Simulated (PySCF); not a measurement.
# How methods differ on the ionisation energy of Br²⁺

Br²⁺ [Ar] 3d10 4s2 4p3 (4S) → Br³⁺ [Ar] 3d10 4s2 4p2 (3P), as a difference of total energies. Calculation: PySCF 2.14, in ANO-RCC-VTZP (6s5p3d1f, 43 functions); the spin-free X2C one-electron Hamiltonian (Gaussian nucleus). Correlated levels: valence and next inner shell: [Ne] frozen. The calculations carry no spin-orbit coupling.

```
                                method  ionisation energy (eV)
                                   UHF                  34.661
    MP2 (valence and next inner shell)                  35.261
SCS-MP2 (valence and next inner shell)                  35.081
   CCSD (valence and next inner shell)                  35.195
CCSD(T) (valence and next inner shell)                  35.223
```

How much does correlation contribute at CCSD(T) (valence and next inner shell)?

35.223 − (34.661) = 0.562 eV, measured against UHF.

The reference lies between the lowest fine-structure levels, while these numbers refer to the centres of the terms.

Errors of the correlated levels include the incompleteness of this basis and the frozen core.

For comparison: 34.871 ± 0.019 eV (measured; NIST Atomic Spectra Database, ionization energies).
